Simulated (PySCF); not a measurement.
Assignment exercise: C$_{3}$H$_{12}$N$_{2}$OSi

Bonds (- single, = double, # triple, : aromatic): C1-C2, C2-O3, O3-Si4, Si4-C5, Si4-N6, Si4-N7. C1 carries H8, H9, H10; C2 carries H11, H12; C5 carries H13, H14, H15; N6 carries H16, H17; N7 carries H18, H19.

Computational details: structure optimised with GFN2-xTB, NMR shieldings at PBE0/pcSseg-1/GIAO, in PySCF 2.14.0 with density-fitted response routines (one averaged value for each set of equivalent atoms, non-relativistic Hamiltonian, single conformer, in vacuum).

Scale: $^{13}$C (σ = 186.93 ppm), $^{1}$H (σ = 31.72 ppm) vs TMS (reference shieldings calculated alike).

Question: Assign these signals to the numbered atoms. $^{13}$C{$^{1}$H} NMR (computed): δ 62.0, 21.0, 0.2.

Answer: 
| δ (ppm) | atoms | environment | reason |
| --- | --- | --- | --- |
| 62.0 | C2 | sp3 CH2 bonded to O | deshielded by the electronegative neighbour |
| 21.0 | C1 | methyl carbon | a saturated carbon with 1 carbon neighbour and no heteroatom attached |
| 0.2 | C5 | methyl carbon bonded to Si | an electropositive neighbour leaves it electron-rich and shielded |

Question: Assign these signals to the numbered atoms. $^{1}$H NMR (400 MHz, computed): δ 4.12 (q, 2H), 1.40 (t, 3H), 0.38 (br s, 4H), -0.13 (s, 3H).

Answer: 
| δ (ppm) | atoms | environment | reason |
| --- | --- | --- | --- |
| 4.12 | H11/H12 | hydrogen on an sp3 CH2 bonded to O | its carbon carries O, an electronegative neighbour |
| 1.40 | H8/H9/H10 | hydrogen on a methyl carbon | – |
| 0.38 | H16/H17/H18/H19 | hydrogen on a nitrogen bonded to Si | exchangeable, gas-phase position |
| -0.13 | H13/H14/H15 | hydrogen on a methyl carbon bonded to Si | an electropositive neighbour shields it, as in TMS itself |

The OH or NH signal is concentration- and solvent-dependent in practice; the value given is the gas-phase one. Shifts are as computed. Against solution values, carbons near 30 ppm lie about +3 ppm off and those near 130 ppm about +5 ppm. Of 1211 compounds with measured shifts, 218 miss one by over three times the rms of a fit or turn the order of signals round; such compounds aren't used in these exercises. Multiplicities follow the n + 1 count of equivalent neighbours, as no J values were calculated; m marks all less simple cases, F and P coupling included.
